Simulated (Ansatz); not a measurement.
`Cl[SiH2][GeH3]` + `C[SeH]` → `C[Se][SiH2]Cl` + GeH₄ at 600 K and 1 bar (cleavage of the Si–Ge bond).

Gas-phase electronic energies from Ansatz, PBE0-D4/def2-TZVP geometries. CCSD(T)/CBS is the MP2 limit (def2-TZVPP, def2-QZVPP) plus CCSD(T) − MP2 in def2-TZVPP, frozen cores. For Ge, Se outer-core shells are correlated without core-valence functions, which leaves a few kJ/mol of doubt a bond. Scalar relativity is left out up to krypton. One conformer a species, not always the lowest.

```tsv
species	CCSD(T)/CBS energy (Eh)	H − E (kJ/mol)	S (J/(mol·K))
`Cl[SiH2][GeH3]`	-2828.01436	162.9	414.1
`C[SeH]`	-2441.15625	149.5	312.9
`C[Se][SiH2]Cl`	-3190.69652	206.8	441.7
GeH₄	-2078.49493	105.8	256.4
```

H − E and S are ideal-gas, rigid-rotor, harmonic terms from PBE0-D4/def2-TZVP, for one conformer and one mirror image of each species. 1 Eh = 2625.50 kJ/mol, R = 8.31446 J/(mol·K).

Question: By hand: ΔE, ΔH, ΔS and ΔG.

Answer: ΔE = (-3190.69652) + (-2078.49493) − (-2828.01436) − (-2441.15625) = -0.02084 Eh = -54.7 kJ/mol. Δ(H − E) = 206.8 + 105.8 − 162.9 − 149.5 = 0.2, so ΔH = -54.5 kJ/mol. ΔS = 441.7 + 256.4 − 414.1 − 312.9 = -28.9 J/(mol·K). ΔG = -54.5 − 600 × (-28.9)/1000 = -37.2 kJ/mol.

Question: By hand: the equilibrium constant, and the temperature at which ΔG would vanish if ΔH and ΔS stayed fixed.

Answer: log₁₀ K = −ΔG/(RT ln 10) = 3.2. ΔG = 0 at ΔH/ΔS = 1886 K.

ΔH outweighs TΔS. A doubt of 5 kJ/mol in ΔE shifts log₁₀ K by 0.4 here. Other conformers and mirror images would add mixing entropy, several J/(mol·K) or more a flexible species. Modes under 60 cm⁻¹, often nearly free rotors, make the harmonic entropy too high. These are equilibria of isolated gas molecules and say nothing of rates. Largest T1 diagnostic: 0.012 (customary marks: 0.02 for closed shells, 0.045 for open ones).
